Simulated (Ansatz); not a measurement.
`BN[SiH2]Cl` → `BN` + `[SiH]Cl` at 700 K and 1 bar (silylene formation by 1,1-elimination).

Gas-phase electronic energies from Ansatz, PBE0-D4/def2-TZVP geometries. CBS: MP2 limit from def2 TZ/QZ plus the TZ coupled-cluster correction, frozen cores. This one scheme is used for every species. One conformer a species, not always the lowest.

```
     species  CCSD(T)/CBS energy (Eh)  H − E (kJ/mol)  S (J/(mol·K))
`BN[SiH2]Cl`               -831.46864           218.7          424.7
        `BN`                -81.93499           163.7          282.2
   `[SiH]Cl`               -749.43948            49.2          290.2
```

H − E and S are ideal-gas, rigid-rotor, harmonic terms from PBE0-D4/def2-TZVP, for one conformer and one mirror image of each species. 1 Eh = 2625.50 kJ/mol, R = 8.31446 J/(mol·K).

**Question.** By hand: ΔE, ΔH, ΔS and ΔG.

**Answer.** ΔE = (-81.93499) + (-749.43948) − (-831.46864) = 0.09417 Eh = 247.2 kJ/mol. Δ(H − E) = 163.7 + 49.2 − 218.7 = -5.8, so ΔH = 241.4 kJ/mol. ΔS = 282.2 + 290.2 − 424.7 = 147.7 J/(mol·K). ΔG = 241.4 − 700 × (147.7)/1000 = 138.0 kJ/mol.

**Question.** By hand: the equilibrium constant, and the temperature at which ΔG would vanish if ΔH and ΔS stayed fixed.

**Answer.** log₁₀ K = −ΔG/(RT ln 10) = -10.3. ΔG = 0 at ΔH/ΔS = 1634 K.

The number of gas molecules changes by +1, which sets the sign of ΔS. A doubt of 5 kJ/mol in ΔE shifts log₁₀ K by 0.4 here. Other conformers and mirror images would add mixing entropy, several J/(mol·K) or more a flexible species. Modes under 60 cm⁻¹, often nearly free rotors, make the harmonic entropy too high. These are equilibria of isolated gas molecules and say nothing of rates. Largest T1 diagnostic: 0.013 (customary marks: 0.02 for closed shells, 0.045 for open ones).
